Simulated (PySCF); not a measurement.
## Polarisability and C₆ of Ne(2+) (neon, charge +2)

[He] 2s2 2p3 3s1, high-spin 5S determinant (an excited configuration). All numbers are calculated (PySCF 2.14, no relativity, point nucleus, in dyall-av3z (15s9p3d2f, 71 functions)). Coupled (time-dependent) response in atomic units; α is the mean over directions.

```tsv
method	mean α (bohr³)	C₆ (like pair)	S(−4)
UHF	28.59	106.4	1038
PBE	24.64	85.01	783.1
PBE0	25.98	91.92	867.5
wB97X	27.69	100.5	994.7
B97-3	25.93	91.88	859.6
```

S(−4) is the Cauchy moment in α(ω) = α(0) + S(−4) ω² + …

α(iu) at B97-3:

```
u (hartree)  α(iu) (bohr³)
          0          25.93
     0.0500          23.95
      0.100          19.54
      0.200          11.49
      0.300          7.059
      0.500          3.459
      0.750          1.940
       1.00          1.304
       1.50         0.7648
       2.00         0.5308
       3.00         0.3155
       5.00         0.1543
```

A single London oscillator, α(iu) = α/(1 + u²/ω²), gives C₆ = (3/4) ω α². Matching the computed C₆ needs ω = 4 × 91.88 / (3 × 25.93²) = 0.182 hartree.

For an ion, C₆ is the dispersion term alone; charge-induced terms of lower order in 1/R come first.

The outer electron is Rydberg-like, and this basis confines it to a smaller radius and binds it less than a complete one would.
